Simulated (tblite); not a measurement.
Record of a relaxation.

Compound: C₅H₉NOSi₂.
Atom-mapped SMILES: `[O:1]=[CH:2][C:3]1=[CH:4][Si@H:5]([NH:6][SiH3:7])[CH:8]=[CH:9]1` (hydrogens: H10 on C2; H11 on C4; H12 on Si5; H13 on N6; H14, H15, H16 on Si7; H17 on C8; H18 on C9)

Computed with GFN2-xTB (tblite), gas phase: L-BFGS steps from a force-field or distance-geometry start until the largest atomic force falls under 0.01 eV/Å. 4 of its 121 geometries are shown.

Step 0: E = -698.7834 eV, largest atomic force 2.517 eV/Å
```
atom  x, y, z in Å  |  force x, y, z in eV/Å
O1     -4.223    0.512    0.258    0.078  -0.277   0.172
C2     -3.343   -0.241    0.603    0.360   0.420  -0.357
C3     -1.952   -0.181    0.077   -1.186  -0.097   0.325
C4     -0.997   -1.020    0.467    0.607  -1.212   0.866
Si5     0.619   -0.655   -0.390   -1.619  -1.178  -1.526
N6      1.699   -0.058    0.739    0.313   0.886   1.522
Si7     3.218    0.201    0.031    2.154   0.532  -0.365
C8     -0.252    0.728   -1.294   -0.420   0.084  -0.302
C9     -1.544    0.802   -0.921    0.590   0.349  -0.541
H10    -3.519   -1.037    1.367    0.104   0.178  -0.233
H11    -1.073   -1.829    1.194   -0.517   0.426  -0.216
H12     1.089   -1.781   -1.229   -0.046   0.297   0.261
H13     1.349    0.817    1.131    0.106  -0.433   0.288
H14     4.091    0.768    1.081   -0.217  -0.109  -0.169
H15     3.074    1.192   -1.058    0.215  -0.235   0.062
H16     3.772   -1.084   -0.438   -0.249   0.296   0.070
H17     0.238    1.351   -2.022   -0.373   0.268  -0.071
H18    -2.256    1.522   -1.314    0.099  -0.196   0.215
```

Step 40: E = -699.3084 eV, largest atomic force 0.068 eV/Å
```
atom  x, y, z in Å  |  force x, y, z in eV/Å
O1     -4.296    0.517    0.257   -0.004   0.009  -0.025
C2     -3.401   -0.218    0.591   -0.026   0.004   0.026
C3     -2.030   -0.181    0.083    0.011   0.010   0.021
C4     -1.036   -0.965    0.546    0.009  -0.012  -0.033
Si5     0.536   -0.616   -0.448    0.025   0.011  -0.062
N6      1.840   -0.067    0.543   -0.022   0.028   0.050
Si7     3.470    0.270    0.041    0.021   0.019   0.006
C8     -0.406    0.712   -1.408    0.014  -0.014  -0.014
C9     -1.669    0.763   -0.977    0.021   0.000  -0.022
H10    -3.571   -1.010    1.348    0.001  -0.042   0.053
H11    -1.199   -1.698    1.317   -0.024   0.012   0.011
H12     0.977   -1.759   -1.246   -0.004   0.028   0.017
H13     1.552    0.407    1.385    0.027  -0.031  -0.013
H14     4.141    0.783    1.235   -0.010  -0.003   0.003
H15     3.501    1.256   -1.043    0.005   0.002   0.005
H16     4.056   -0.987   -0.419   -0.031  -0.023  -0.009
H17    -0.043    1.364   -2.186   -0.006   0.002   0.003
H18    -2.431    1.435   -1.339   -0.009   0.001  -0.016
```

Step 80: E = -699.3153 eV, largest atomic force 0.047 eV/Å
```
atom  x, y, z in Å  |  force x, y, z in eV/Å
O1     -4.325    0.429    0.218    0.009  -0.004   0.002
C2     -3.390   -0.220    0.616    0.000  -0.002  -0.001
C3     -2.029   -0.177    0.078   -0.007  -0.002  -0.001
C4     -1.019   -0.940    0.537   -0.004  -0.011  -0.009
Si5     0.540   -0.573   -0.473   -0.007  -0.021   0.041
N6      1.835   -0.046    0.541    0.007   0.014  -0.007
Si7     3.481    0.252    0.069    0.000  -0.005  -0.002
C8     -0.432    0.724   -1.441   -0.002   0.004   0.001
C9     -1.698    0.743   -1.014    0.000   0.008   0.013
H10    -3.509   -0.928    1.464    0.005  -0.005  -0.008
H11    -1.166   -1.656    1.329    0.014   0.021  -0.007
H12     0.998   -1.698   -1.286   -0.006  -0.007   0.003
H13     1.554    0.392    1.403   -0.015   0.000  -0.002
H14     4.163    0.665    1.294    0.001  -0.007   0.005
H15     3.562    1.298   -0.954    0.004   0.006  -0.002
H16     3.997   -1.006   -0.466   -0.001   0.000  -0.005
H17    -0.089    1.366   -2.236   -0.008   0.010  -0.017
H18    -2.481    1.379   -1.398    0.008   0.001  -0.005
```

Step 120: E = -699.3179 eV, largest atomic force 0.008 eV/Å
```
atom  x, y, z in Å  |  force x, y, z in eV/Å
O1     -4.338    0.396    0.221   -0.002   0.003   0.000
C2     -3.392   -0.236    0.621    0.001   0.001  -0.002
C3     -2.033   -0.176    0.081    0.001   0.000  -0.002
C4     -1.010   -0.912    0.555    0.000  -0.002  -0.001
Si5     0.540   -0.551   -0.470    0.002   0.001  -0.003
N6      1.834    0.015    0.524   -0.002  -0.002   0.001
Si7     3.500    0.238    0.083   -0.002  -0.002   0.000
C8     -0.454    0.711   -1.465    0.001  -0.001  -0.002
C9     -1.717    0.724   -1.032    0.002   0.002   0.000
H10    -3.498   -0.944    1.470    0.000   0.000   0.001
H11    -1.142   -1.607    1.367    0.001  -0.002   0.003
H12     1.001   -1.693   -1.254   -0.001  -0.005   0.005
H13     1.545    0.518    1.348   -0.001   0.001   0.005
H14     4.203    0.459    1.346    0.003   0.004   0.000
H15     3.675    1.382   -0.818    0.001   0.005   0.001
H16     3.911   -0.992   -0.585    0.002  -0.006  -0.005
H17    -0.126    1.335   -2.280   -0.002   0.006   0.003
H18    -2.509    1.342   -1.428   -0.004  -0.004  -0.002
```

Task: Summarise the path.

Result: The energy falls by 0.5344 eV from step 0 to step 120; nine tenths of that is first reached at step 17. It falls at every step. The largest force goes from 2.517 to 0.008 eV/Å. Among the bonds Si5–N6 changes most, from 1.673 to 1.727 Å; the atoms move by 0.302 Å rms after alignment.

What follows is the cost of the whole relaxation. Time: 1.9 s. Hardware: an Arm Neoverse N1 with one thread, shared host with 64 logical CPUs at a one-minute load of 60.
